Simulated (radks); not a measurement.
Values are calculated unless marked as measured or tabulated.
Problem. Species: the dysprosium ion Dy2+. Configuration: [Xe] 4f9 6s1 (not the ground configuration). Level of theory: scalar-relativistic Kohn-Sham, PBE, spin-unpolarised, spherical densities, finite nucleus; Fermi nuclear charge, rms radius 5.2218 fm (a radial shooting solver on a logarithmic mesh with Libxc functionals). Some entries of the table are withheld. Estimate them.

orbital  occ.  eigenvalue (eV)  <r> (bohr)
1s          2              (1)     0.02112
2s          2        -8958.233     0.08978
2p          6        -7951.956     0.07946
3s          2        -2013.188      0.2345
3p          6        -1704.190         (2)
3d         10              (3)      0.2121
4s          2        -417.4702      0.5294
4p          6              (4)      0.5608
4d         10        -176.8055      0.6077
5s          2         -69.5227         (5)
5p          6         -44.9768       1.488
4f          9         -25.8875      0.8094
6s          1         -16.5897       3.244

Solution. 
(1) 1s eigenvalue (eV): -53673.94
(2) 3p <r> (bohr): 0.2334
(3) 3d eigenvalue (eV): -1306.624
(4) 4p eigenvalue (eV): -315.6097
(5) 5s <r> (bohr): 1.277
